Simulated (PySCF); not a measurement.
**Solvent effects on NMR parameters**

Molfile (atoms numbered from 1):
```
C2H12O2Si4
     RDKit          3D

 20 19  0  0  0  0  0  0  0  0999 V2000
    2.0556   -1.8816   -0.8618 C   0  0  0  0  0  0  0  0  0  0  0  0
    1.2802   -0.6897   -0.4007 C   0  0  0  0  0  0  0  0  0  0  0  0
    1.2778   -0.2509    0.7308 O   0  0  0  0  0  0  0  0  0  0  0  0
    0.5592   -0.1118   -1.3560 O   0  0  0  0  0  0  0  0  0  0  0  0
   -0.3452    1.2806   -0.8088 Si  0  0  2  0  0  4  0  0  0  0  0  0
    1.1345    2.8490    0.1161 Si  0  0  0  0  0  4  0  0  0  0  0  0
   -1.9465    0.5278    0.7297 Si  0  0  0  0  0  4  0  0  0  0  0  0
   -2.3096   -1.7518    0.3162 Si  0  0  0  0  0  4  0  0  0  0  0  0
    2.7720   -1.5723   -1.6373 H   0  0  0  0  0  0  0  0  0  0  0  0
    2.5848   -2.3343   -0.0167 H   0  0  0  0  0  0  0  0  0  0  0  0
    1.3727   -2.6092   -1.3231 H   0  0  0  0  0  0  0  0  0  0  0  0
   -0.9769    1.7282   -2.0840 H   0  0  0  0  0  0  0  0  0  0  0  0
    2.5176    2.5741   -0.3818 H   0  0  0  0  0  0  0  0  0  0  0  0
    0.7466    4.2329   -0.3038 H   0  0  0  0  0  0  0  0  0  0  0  0
    1.1002    2.7684    1.6046 H   0  0  0  0  0  0  0  0  0  0  0  0
   -3.2333    1.2669    0.5180 H   0  0  0  0  0  0  0  0  0  0  0  0
   -1.4905    0.7555    2.1337 H   0  0  0  0  0  0  0  0  0  0  0  0
   -1.0213   -2.5036    0.4217 H   0  0  0  0  0  0  0  0  0  0  0  0
   -3.2810   -2.3346    1.2922 H   0  0  0  0  0  0  0  0  0  0  0  0
   -2.8501   -1.9255   -1.0673 H   0  0  0  0  0  0  0  0  0  0  0  0
  1  2  1  0
  2  3  2  0
  2  4  1  0
  4  5  1  0
  5  6  1  0
  5  7  1  0
  7  8  1  0
  1  9  1  0
  1 10  1  0
  1 11  1  0
  5 12  1  6
  6 13  1  0
  6 14  1  0
  6 15  1  0
  7 16  1  0
  7 17  1  0
  8 18  1  0
  8 19  1  0
  8 20  1  0
M  END
```

GIAO PBE0/pcSseg-1 in PySCF on one PBE0-D3(BJ)/def2-SVP conformer, non-relativistic, equivalent nuclei averaged. Solvents enter as an IEF-PCM continuum (chloroform with ε = 4.7, methanol with ε = 32.6) around the gas-phase geometry. Shifts are referred to TMS computed in the same medium.

Gas phase, δ in ppm: C2 181.5, C1 22.2, Si5 -4.6, Si6 -94.4, Si7 -103.9, Si8 -105.5, H12 5.20, H17 3.75, H13/H14/H15 3.71, H18/H19/H20 3.51, H16 3.43, H9/H10/H11 2.11. Dipole moment 1.46 D.

**Question.** How does each δ change in the continuum?

**Answer.** 
```
      atoms                                  environment  Δδ, chloroform  Δδ, methanol
         C2                              carbonyl carbon            +2.8          +4.0
         C1                methyl carbon α to a carbonyl            +1.0          +1.4
        Si5                 silicon bonded to O, 2 Si, H            +0.6          +0.9
        Si6                    silicon bonded to Si, 3 H            +0.1          +0.4
        Si7                  silicon bonded to 2 Si, 2 H            +0.1          +0.5
        Si8                    silicon bonded to Si, 3 H            -0.5          -0.7
        H12      hydrogen on a silicon bonded to O, 2 Si           +0.01         +0.02
        H17         hydrogen on a silicon bonded to 2 Si           -0.10         -0.16
H13/H14/H15           hydrogen on a silicon bonded to Si           -0.05         -0.07
H18/H19/H20           hydrogen on a silicon bonded to Si           -0.02         -0.02
        H16         hydrogen on a silicon bonded to 2 Si           +0.01         +0.04
 H9/H10/H11  hydrogen on a methyl carbon α to a carbonyl           +0.13         +0.18
```

Changes are relative to the gas phase. The dipole moment becomes 1.78 D in chloroform, 1.96 D in methanol.

**Question.** Which of the listed nuclei move most (in ppm), and what does the model miss? (N and O are left out, as their reference compounds move with the solvent too.)

**Answer.** C2 (carbonyl carbon, +4.0 ppm) in methanol. A continuum only polarises the solute; specific hydrogen bonds, the anisotropy of aromatic solvents and changes of geometry or conformer are outside it.
